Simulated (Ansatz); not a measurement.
Mulliken charges of BrGaH2, SMILES `[GaH2][Br]` from r2SCAN/def2-TZVPP in Ansatz (PBE0-D4/def2-TZVP geometry).

| atom | x (Å) | y (Å) | z (Å) | charge (e) |
| --- | --- | --- | --- | --- |
| Ga1 | -0.204 | 0.020 | -0.098 | 0.374 |
| Br2 | 1.883 | -0.317 | 0.793 | -0.280 |
| H3 | -1.324 | -0.910 | 0.454 | -0.047 |
| H4 | -0.299 | 1.146 | -1.169 | -0.047 |

**Question.** By hand: the dipole of these point charges (1 e Å = 4.8032 D).

**Answer.** Σ q r = (-0.527, 0.085, -0.225) e Å, of length 0.579 e Å = 2.78 D.

**Question.** How does the dipole of the full density compare? (An estimate is asked.)

**Answer.** Computed: (-0.339, 0.055, -0.145) e Å, 1.79 D; the point charges give 1.55 times that, at 0° from its direction.

Point charges leave out the atoms' own dipoles, such as those of lone pairs, and Mulliken's split depends on the basis, so the two needn't agree.
